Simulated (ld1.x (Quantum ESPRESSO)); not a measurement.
Which change was made? (B, ultrasoft)

```
Element                 : boron (B)
Generator               : ld1.x (Quantum ESPRESSO) 7.5
Type                    : ultrasoft
Functional              : PBE
Relativity              : scalar-relativistic
Frozen core             : [He]
Valence charge          : 3
Reference configuration : 2s1.5 2p1.5
Partial waves           : 2s (bound): rcut 1.35, rcutus 1.65 bohr; 2s channel at -0.2 Ry: rcut 1.35, rcutus 1.65 bohr; 2p (bound): rcut 2.65, rcutus 3.65 bohr; 2p channel at 3.05 Ry: rcut 2.65, rcutus 3.65 bohr
Local potential         : all-electron potential smoothed inside 3.60 bohr (lloc = -2)
Core correction         : a·sin(br)/r model core, default radius (core density twice the valence density)
Augmentation charge     : built from norm-conserving waves at rcut, not smoothed further
```

Cutoffs, loose and tight: the cutoffs (Ry, on a coarse ladder) from which the occupation-weighted sum of valence levels, in a spherical-Bessel basis at the reference potential, stays within 10 and 1 mRy of its value at 400 Ry. They do not see the model core or the augmentation charge, which bear on the density cutoff. Test errors are all-electron minus pseudo excitation energies from the reference, over the configurations 2s2 2p1; 2s2 2p0; 2s1 2p0; 2s1 2p1; 2s2 2p1.3; 2s1 2p2; 2s2 2p0.5; variants that change the core or the reference have their own tests.

The base gives: outcome: generated, overlap not positive; bound ghosts: not determined (overlap not positive); largest test error (meV): +256.

(1) After one change the result is: outcome: generated, overlap not positive; bound ghosts: not determined (overlap not positive); largest test error (meV): -230. Which change was it?
A. all radii but the core radius scaled by about 1.27 (s 2.10, p 4.64 bohr, rcut 1.72/3.36); local potential all-electron potential smoothed inside 4.58 bohr (lloc = -2)
B. type TM; waves now 2p (bound): rc 3.65 bohr; 2s (bound): rc 1.65 bohr; local potential the s channel
C. local potential all-electron potential smoothed inside 1.35 bohr (lloc = -1)
D. local potential all-electron potential smoothed inside 2.62 bohr (lloc = -2)
E. augmentation PSQ, inside the norm-conserving radii

Results:

(1) D. The others give: type TM; waves now 2p (bound): rc 3.65 bohr; 2s (bound): rc 1.65 bohr; local potential the s channel → outcome: generated; cutoff, loose: 18 Ry; cutoff, tight: 40 Ry; bound ghosts: none; largest test error (meV): +700 | local potential all-electron potential smoothed inside 1.35 bohr (lloc = -1) → outcome: generated; bound ghosts: not determined; largest test error (meV): +237 | augmentation PSQ, inside the norm-conserving radii → outcome: generated; cutoff, loose: 6 Ry; cutoff, tight: 6 Ry; bound ghosts: none; largest test error (meV): -99 | all radii but the core radius scaled by about 1.27 (s 2.10, p 4.64 bohr, rcut 1.72/3.36); local potential all-electron potential smoothed inside 4.58 bohr (lloc = -2) → outcome: generated; bound ghosts: not determined; largest test error (meV): +556. A file whose overlap is not positive is unfit for use, and its test errors describe a broken file.
